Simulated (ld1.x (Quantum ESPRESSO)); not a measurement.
**terbium: variants of one TM potential**

Base potential:

Tb, norm-conserving Troullier–Martins (Kleinman–Bylander form), made with ld1.x (Quantum ESPRESSO) 7.5 (PBEsol, scalar-relativistic). Core [Kr] 4d10 5s2, reference 4f9 5p6 5d1 6s1 6p0. Waves: 6s (bound): rc 3.95 bohr; 5p (bound): rc 1.90 bohr; 4f (bound): rc 1.35 bohr; 5d (bound): rc 3.15 bohr. Local part: the d channel. Core correction: Bessel-smoothed model core inside 0.75 bohr.

Cutoffs, loose and tight: the cutoffs (Ry, on a coarse ladder) from which the occupation-weighted sum of valence levels, in a spherical-Bessel basis at the reference potential, stays within 10 and 1 mRy of its value at 400 Ry. They do not see the model core or the augmentation charge, which bear on the density cutoff. Test errors are all-electron minus pseudo excitation energies from the reference, over the configurations 4f9 5p6 5d0 6s2 6p0; 4f9 5p6 5d0 6s1 6p0; 4f9 5p6 5d0 6s0 6p0; 4f10 5p6 5d0 6s0 6p0; 4f9 5p6 5d0 6s0 6p1; 4f8 5p6 5d1 6s2 6p0; 4f9 5p6 5d0.5 6s1.5 6p0. A dash means not determined; rows that change the core or the reference have their own tests.

A true bound ghost makes a file unfit for plane-wave use even where its test errors are small: the radial tests pick states by their node count and pass the ghost by.

```tsv
change	outcome	cutoff, loose	cutoff, tight	bound ghosts	largest test error (meV)
base	generated	230 Ry	over 300 Ry	s	-306
wave 5p (bound): rc 1.90 bohr becomes 5p (bound): rc 1.22 bohr	generated	230 Ry	over 300 Ry	s	-329
wave 5p (bound): rc 1.90 bohr becomes 5p (bound): rc 1.66 bohr	generated	230 Ry	over 300 Ry	s	-333
wave 5p (bound): rc 1.90 bohr becomes 5p (bound): rc 1.92 bohr	generated	230 Ry	over 300 Ry	s	-306
wave 5p (bound): rc 1.90 bohr becomes 5p (bound): rc 2.28 bohr	generated	230 Ry	over 300 Ry	s	-270
wave 5p (bound): rc 1.90 bohr becomes 5p (bound): rc 2.52 bohr	generated	230 Ry	over 300 Ry	s	-255
wave 5p (bound): rc 1.90 bohr becomes 5p (bound): rc 2.80 bohr	generated	230 Ry	over 300 Ry	s	-250
```

Reading the sweep of the p radius (base included, trends over the rows without a ghost): Bound ghosts are found at 1.22, 1.66, 1.9, 1.92, 2.28, 2.52, 2.8 bohr. Every judged row has one, so this setting neither creates nor removes them.
